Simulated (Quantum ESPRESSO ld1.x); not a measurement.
The numbers below are computed, except where a source is named.
The mean radii <r> (bohr) of the occupied orbitals of an atom or ion are listed with their occupations. Level of theory: Dirac Kohn-Sham, PW91, spin-unpolarised, spherical densities, point nucleus (ld1.x of Quantum ESPRESSO 7.5).

| orbital | occ. | <r> |
|---|---|---|
| 1s1/2 | 2 | 0.02611 |
| 2s1/2 | 2 | 0.1117 |
| 2p1/2 | 2 | 0.09402 |
| 2p3/2 | 4 | 0.09991 |
| 3s1/2 | 2 | 0.2987 |
| 3p1/2 | 2 | 0.2887 |
| 3p3/2 | 4 | 0.3005 |
| 3d3/2 | 4 | 0.2713 |
| 3d5/2 | 6 | 0.2750 |
| 4s1/2 | 2 | 0.6940 |
| 4p1/2 | 2 | 0.7195 |
| 4p3/2 | 4 | 0.7468 |
| 4d3/2 | 4 | 0.8258 |
| 4d5/2 | 6 | 0.8358 |
| 5s1/2 | 2 | 1.638 |
| 5p1/2 | 1 | 1.811 |
| 5p3/2 | 2 | 1.874 |

Name the element and its charge. Open shells, if any, are shared by 2j + 1.

Answer. Z = 55, caesium, charge +4: Cs4+ in [Kr] 4d10 5s2 5p3. The 1s radius gives Z: for a bare nucleus <r> = (2 gamma + 1)/(2Z) with gamma = sqrt(1 - (Z/c)^2), 0.02574 bohr for Z = 55, and screening makes it slightly larger (0.02611 here). The occupations add up to 51, and the charge is Z minus that.
